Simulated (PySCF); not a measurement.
# Computed properties of H3OSi, SMILES [OH+]=[SiH2], charge +1

H3OSi, SMILES [SiH2]=[OH+], charge +1. Coordinates come from a r2SCAN-D4/def2-TZVP optimisation. The isomer is the one that the SMILES or the coordinates give; other isomers of the formula were not compared. One conformer was computed; it need not be the lowest. All values are computed for the isolated molecule unless a solvent is named; none is compared with measurement here.

**Structure.** The optimised structure has Cs symmetry. All 9 harmonic modes at r2SCAN-D4/def2-TZVP (PySCF) are real, so it is a minimum.

**Vibrations.** The strongest infrared lines (harmonic, unscaled, degenerate partners summed) lie at 3776 cm⁻¹ (354 km/mol, H 94 %), 577 cm⁻¹ (167 km/mol, H 88 %, O 11 %), 739 cm⁻¹ (166 km/mol, H 71 %, O 20 %, Si 9 %). The softest mode is at 577 cm⁻¹ and the zero-point energy is 18.7 kcal/mol.

**Electronic structure.** M06-2X/def2-TZVPD (PySCF) places the frontier levels at -18.16 and -7.94 eV, a gap of 10.22 eV and a mean polarisability of 22.9 bohr³. PBE/def2-TZVPD (PySCF) at the same geometry gives -15.25 and -9.83 eV, so its gap is 4.80 eV narrower. An orbital gap is neither the optical nor the fundamental gap.

**Excitations.** TDDFT-PBE0/def2-TZVPD (PySCF) has S1 at 6.05 eV (205 nm, f = 0.000, dark); the most intense of the 10 singlets computed lies at 11.55 eV (f = 0.20). T1 (TDA) is at 5.46 eV. TDDFT-PBE/def2-TZVPD (PySCF) puts S1 at 5.58 eV. No vertical singlet excitation falls in the visible range (under 3.1 eV).

**NMR.** GIAO shifts at PBE0/pcSseg-2 (PySCF) (non-relativistic, atoms alike by connectivity averaged): ¹H from 7.0 to 8.8 ppm against TMS; ²⁹Si at 134.0 ppm against TMS.

**Solvation.** SMD-ωB97X/def2-SVP (PySCF) gives -67.4 kcal/mol in water, -37.6 kcal/mol in benzene, -64.1 kcal/mol in acetone (1 M in both phases, gas-phase geometry); of these solvents water holds the molecule best.
